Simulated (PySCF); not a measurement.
Method: B3LYP-D3(BJ)/def2-TZVP // PBE0-D4/def2-TZVP run with PySCF. Isolated molecules, 0 K electronic values unless said otherwise. One relaxed conformer stands for a flexible species; it need not be the lowest. B3LYP has the VWN-RPA correlation part, as in Gaussian. Excitations are Tamm–Dancoff values on a coarser integration grid. The basis has no diffuse functions, so Rydberg states are missing or too high.

Reference species (SMILES): `C1C([SiH2]Cl)C1` (Cl–Si–C–C torsion 83°) (neutral, multiplicity 1).

The HOMO comes out as -8.14 eV and the T1 excitation (TDA) comes out as 6.99 eV.

Changed species: `B[SiH2]Cl` (X = boryl; the reference has X = cyclopropyl).

### Question
Give the shifts of the HOMO and T1 excitation (TDA).

### Answer
the HOMO rises by 0.07 eV, to -8.07 eV; the T1 excitation (TDA) falls by 3.78 eV, to 3.21 eV.
